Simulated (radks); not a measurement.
Species: Ho III. Configuration: [Xe] 4f(up 5.5, down 5.5) 6s(up 0, down 0) (fractional occupations, a model configuration).

Method: scalar-relativistic Kohn-Sham, r2SCAN, spin-polarised, spherical densities, finite nucleus; meta-GGA in the generalised Kohn-Sham scheme; Fermi nuclear charge, rms radius 5.2022 fm; computed with a radial shooting solver on a logarithmic mesh with Libxc functionals.

Energy parts (hartree):
| part | energy |
|---|---|
| total | -12615.7901 |
| kinetic | 13642.1298 |
| electron-nucleus | -30882.4555 |
| Hartree | 4894.9569 |
| exchange-correlation | -270.4214 |

Orbitals (lengths in bohr, moments of r in powers of bohr):
orbital,occ.,eigenvalue (hartree),<r^4>,<r>
1s,2,-2042.612,9.267e-07,0.02074
2s,2,-342.9282,0.0001448,0.08807
2p,6,-303.7483,0.0001097,0.07807
3s,2,-77.30017,0.005473,0.2295
3p,6,-65.26613,0.005781,0.2286
3d,10,-49.98927,0.004570,0.2079
4s,2,-15.84338,0.1344,0.5191
4p,6,-11.86524,0.1775,0.5502
4d,10,-6.46807,0.2804,0.5969
5s,2,-2.42592,5.077,1.280
5p,6,-1.50286,10.27,1.505
4f,11,-0.62245,2.980,0.8394
6s,0,-0.50039,250.9,3.410

The highest occupied level is 4f at -16.938 eV. Summed over all electrons, <r^2> = 37.51 bohr^2, which gives a Langevin (diamagnetic) susceptibility term of -29.7 x 10^-6 cm^3/mol. The density falls to 0.001 e/bohr^3 at r = 3.35 bohr.
